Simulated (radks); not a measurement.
Species: Ti4+. Configuration: [Ne] 3s2 3p5.5 3d0.5 (fractional occupations, a model configuration).

All-electron calculation, scalar-relativistic Kohn-Sham, SOGGA, spin-unpolarised, spherical densities, point nucleus. Program: a radial shooting solver on a logarithmic mesh with Libxc functionals.

Energy parts (eV):
| part | energy |
|---|---|
| total | -23087.139 |
| kinetic | 23284.695 |
| electron-nucleus | -53948.385 |
| Hartree | 8645.587 |
| exchange-correlation | -1069.036 |

Orbitals (lengths in bohr, moments of r in powers of bohr; r(max) is where P^2 peaks):
orbital,occ.,eigenvalue (eV),r(max),<r^4>
1s,2,-4918.868,0.04559,0.0001095
2s,2,-592.5309,0.2691,0.02747
2p,6,-500.2269,0.2196,0.02212
3s,2,-114.0781,0.8578,1.859
3p,5.5,-89.6384,0.8813,2.478
3d,0.5,-52.4858,0.8788,4.915

The highest occupied level is 3d at -52.486 eV. The density falls to 0.001 e/bohr^3 at r = 2.57 bohr. Summed over all electrons, <r^2> = 10.59 bohr^2, which gives a Langevin (diamagnetic) susceptibility term of -8.39 x 10^-6 cm^3/mol.
